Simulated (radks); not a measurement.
Values are calculated unless marked as measured or tabulated.
Species: the dysprosium ion Dy4+. Configuration: [Kr] 4d10 4f9 5s1 5p6 (not the ground configuration). Level of theory: Dirac Kohn-Sham, HCTH/407, spin-unpolarised, spherical densities, finite nucleus; open shells fill j = l - 1/2 first; Fermi nuclear charge, rms radius 5.2218 fm (a radial shooting solver on a logarithmic mesh with Libxc functionals).

Unscreened Slater integrals over Kohn-Sham orbitals (hartree). Large and small components are both included.

\begin{tabular}{lr}
integral & value \\ \hline
F0(4f7/2,4f7/2) & 1.1814 \\
F2(4f7/2,4f7/2) & 0.55956 \\
F4(4f7/2,4f7/2) & 0.35058 \\
F6(4f7/2,4f7/2) & 0.25207 \\
F0(4f7/2,4f5/2) & 1.1886 \\
F2(4f7/2,4f5/2) & 0.56314 \\
F4(4f7/2,4f5/2) & 0.35287 \\
G2(4f7/2,4f5/2) & 0.56174 \\
G4(4f7/2,4f5/2) & 0.35203 \\
G6(4f7/2,4f5/2) & 0.25313 \\
F0(4f7/2,5p3/2) & 0.74131 \\
F2(4f7/2,5p3/2) & 0.25437 \\
G2(4f7/2,5p3/2) & 0.12730 \\
G4(4f7/2,5p3/2) & 0.099884 \\
F0(4f7/2,5p1/2) & 0.77637 \\
G4(4f7/2,5p1/2) & 0.11463 \\
F0(4f5/2,4f5/2) & 1.1959 \\
F2(4f5/2,4f5/2) & 0.56683 \\
F4(4f5/2,4f5/2) & 0.35524 \\
F0(4f5/2,5p3/2) & 0.74300 \\
F2(4f5/2,5p3/2) & 0.25246 \\
G2(4f5/2,5p3/2) & 0.12445 \\
G4(4f5/2,5p3/2) & 0.097983 \\
F0(4f5/2,5p1/2) & 0.77830 \\
G2(4f5/2,5p1/2) & 0.14525 \\
F0(5p3/2,5p3/2) & 0.61761 \\
F2(5p3/2,5p3/2) & 0.33543 \\
F0(5p3/2,5p1/2) & 0.63453 \\
G2(5p3/2,5p1/2) & 0.34063 \\
F0(5p1/2,5p1/2) & 0.65351 \\
\end{tabular}
